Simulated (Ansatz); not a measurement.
`[CH3][Ge]([NH2])([F])[F]` + HCl → `[CH3][Ge]([F])([F])[Cl]` + NH₃ at 600 K and 1 bar (ligand exchange at a Ge–N bond).

Program: Ansatz. Geometries: PBE0-D4/def2-TZVP. ΔE: electronic, gas phase. CCSD(T)/CBS adds triple-zeta CCSD(T) − MP2 to the extrapolated MP2 energy (def2 sets, frozen cores). This one scheme is used for every species. For Ge outer-core shells are correlated without core-valence functions, which leaves a few kJ/mol of doubt a bond. Scalar relativity is left out up to krypton. One conformer a species, not always the lowest.

```
                   species  CCSD(T)/CBS energy (Eh)  H − E (kJ/mol)  S (J/(mol·K))
`[CH3][Ge]([NH2])([F])[F]`              -2371.58148           241.7          457.5
                       HCl               -460.38127            35.4          207.2
 `[CH3][Ge]([F])([F])[Cl]`              -2775.47323           170.5          439.8
                       NH₃                -56.50880           112.4          219.5
```

H − E and S are ideal-gas, rigid-rotor, harmonic terms from PBE0-D4/def2-TZVP, for one conformer and one mirror image of each species. 1 Eh = 2625.50 kJ/mol, R = 8.31446 J/(mol·K).

Q: By hand: ΔE, ΔH, ΔS and ΔG.

A: ΔE = (-2775.47323) + (-56.50880) − (-2371.58148) − (-460.38127) = -0.01928 Eh = -50.6 kJ/mol. Δ(H − E) = 170.5 + 112.4 − 241.7 − 35.4 = 5.8, so ΔH = -44.8 kJ/mol. ΔS = 439.8 + 219.5 − 457.5 − 207.2 = -5.4 J/(mol·K). ΔG = -44.8 − 600 × (-5.4)/1000 = -41.6 kJ/mol.

Q: By hand: the equilibrium constant, and the temperature at which ΔG would vanish if ΔH and ΔS stayed fixed.

A: log₁₀ K = −ΔG/(RT ln 10) = 3.6. ΔG = 0 at ΔH/ΔS = 8296 K, far beyond where these terms or the molecules hold.

The number of gas molecules stays the same, so ΔS is small and ΔH decides. A doubt of 5 kJ/mol in ΔE shifts log₁₀ K by 0.4 here. Other conformers and mirror images would add mixing entropy, several J/(mol·K) or more a flexible species. These are equilibria of isolated gas molecules and say nothing of rates. Largest T1 diagnostic: 0.011 (customary marks: 0.02 for closed shells, 0.045 for open ones).
